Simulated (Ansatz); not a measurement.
Start from `[NH2][Zr]([OH])([OH])[F]` and change one element to get `[NH2][Hf]([OH])([OH])[F]`.

Ansatz, PBE0-D4/def2-TZVP geometries, multiplicity 1. Each molecule was computed in one conformer, which needn't be the lowest.

Elements past krypton have def2 core potentials.

| property | `[NH2][Zr]([OH])([OH])[F]` |
| --- | --- |
| HOMO energy (ωB97M-V/def2-TZVPP) / eV | -9.64 |
| LUMO energy (ωB97M-V/def2-TZVPP) / eV | 0.64 |
| HOMO–LUMO gap (B3LYP/def2-TZVPP) / eV | 6.49 |
| HOMO energy (PBE/def2-TZVPP) / eV | -5.84 |
| LUMO energy (PBE/def2-TZVPP) / eV | -0.88 |
| HOMO–LUMO gap (PBE/def2-TZVPP) / eV | 4.97 |

**Question.** Give the same properties after the change, and the shifts. (An estimate is asked.)

**Answer.** The calculation gave: 
| property | `[NH2][Hf]([OH])([OH])[F]` | shift |
| --- | --- | --- |
| HOMO energy (ωB97M-V/def2-TZVPP) / eV | -9.61 | 0.03 |
| LUMO energy (ωB97M-V/def2-TZVPP) / eV | 1.02 | 0.38 |
| HOMO–LUMO gap (B3LYP/def2-TZVPP) / eV | 6.54 | 0.05 |
| HOMO energy (PBE/def2-TZVPP) / eV | -5.79 | 0.05 |
| LUMO energy (PBE/def2-TZVPP) / eV | -0.81 | 0.07 |
| HOMO–LUMO gap (PBE/def2-TZVPP) / eV | 4.97 | 0.00 |

B3LYP here is the variant with VWN-RPA as its local correlation; programs differ in this.

Positive LUMOs are unbound, so they and the gaps depend on the basis.
